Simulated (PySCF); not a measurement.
**Two-component Hartree-Fock for Ga⁴⁺ (gallium, charge +4)**

Start: [Ar] 3d9; 3d3/2 filled at m_j = -1/2, +1/2, +3/2; 3d5/2 filled at m_j = -5/2, -3/2, -1/2, +1/2, +3/2, +5/2. Calculated with PySCF 2.14 in x2c-SVPall-2c (5s6p3d, 38 functions): generalised Hartree-Fock with the X2C-1e Hamiltonian and a Gaussian nucleus; one run each with spin-orbit coupling (SO) screened by Boettger's factors, then bare. This is a chosen level, not necessarily the ground level.

```json
{"spinor shell": "1s1/2", "electrons": "2", "ε, screened SO (eV)": "-10498.0", "ε, bare SO (eV)": "-10498.0", "weight of nominal j (bare SO)": "1.000", "rms radius, bare SO (bohr)": "0.0561"}
{"spinor shell": "2s1/2", "electrons": "2", "ε, screened SO (eV)": "-1400.9", "ε, bare SO (eV)": "-1401.0", "weight of nominal j (bare SO)": "1.000", "rms radius, bare SO (bohr)": "0.236"}
{"spinor shell": "2p1/2", "electrons": "2", "ε, screened SO (eV)": "-1241.9", "ε, bare SO (eV)": "-1243.2", "weight of nominal j (bare SO)": "1.000", "rms radius, bare SO (bohr)": "0.208"}
{"spinor shell": "2p3/2", "electrons": "4", "ε, screened SO (eV)": "-1214.4", "ε, bare SO (eV)": "-1213.8", "weight of nominal j (bare SO)": "1.000", "rms radius, bare SO (bohr)": "0.212"}
{"spinor shell": "3s1/2", "electrons": "2", "ε, screened SO (eV)": "-236.81", "ε, bare SO (eV)": "-236.82", "weight of nominal j (bare SO)": "1.000", "rms radius, bare SO (bohr)": "0.696"}
{"spinor shell": "3p1/2", "electrons": "2", "ε, screened SO (eV)": "-181.74", "ε, bare SO (eV)": "-181.88", "weight of nominal j (bare SO)": "0.877", "rms radius, bare SO (bohr)": "0.722"}
{"spinor shell": "3p3/2", "electrons": "4", "ε, screened SO (eV)": "-180.19", "ε, bare SO (eV)": "-180.13", "weight of nominal j (bare SO)": "0.939", "rms radius, bare SO (bohr)": "0.730"}
{"spinor shell": "3d3/2", "electrons": "3", "ε, screened SO (eV)": "-89.624", "ε, bare SO (eV)": "-90.432", "weight of nominal j (bare SO)": "0.689", "rms radius, bare SO (bohr)": "0.822"}
{"spinor shell": "3d5/2", "electrons": "6", "ε, screened SO (eV)": "-89.879", "ε, bare SO (eV)": "-89.465", "weight of nominal j (bare SO)": "0.844", "rms radius, bare SO (bohr)": "0.827"}
```

```csv
quantity,screened SO,bare SO
E (hartree),-1937.65288,-1937.65522
M_J,3/2,3/2
⟨J²⟩,3.760,3.755
⟨L²⟩,6.002,6.002
⟨S²⟩,0.752,0.752
```

Each row is a mean over spinors that exchange with the open shell spreads, by up to 7.661 eV (3p1/2).

Rows whose weight is well below 1 are mixtures of j = l ± 1/2: exchange outweighs spin-orbit coupling there, and the label is only the starting occupation.
